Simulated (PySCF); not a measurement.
## Fine-structure interval of Br by level of theory

Br [Ar] 3d10 4s2 4p5 [4p1/2^2 4p3/2^3, M_J = 3/2] → Br [Ar] 3d10 4s2 4p5 [4p1/2^1 4p3/2^4, M_J = 1/2], as a difference of total energies. Calculation: PySCF 2.14, in x2c-TZVPall-2c with one added diffuse shell each of s, p, d type (7s8p5d1f, 63 functions); the two-component X2C-1e Hamiltonian. Correlated levels: [Ne] frozen. "Screened" scales the spin-orbit matrix elements by Boettger's factors to mimic the two-electron term; Breit and QED terms are absent.

```tsv
method	fine-structure interval (cm⁻¹)
GHF (screened spin-orbit)	3183.5
GMP2 (screened spin-orbit)	3650.3
GHF (bare spin-orbit)	3394.5
```

Errors of the correlated levels include the incompleteness of this basis and the frozen core.

For comparison: 3685.2 cm⁻¹ (measured; NIST Handbook of Basic Atomic Spectroscopic Data (Sansonetti and Martin, J. Phys. Chem. Ref. Data 34, 1559 (2005))).
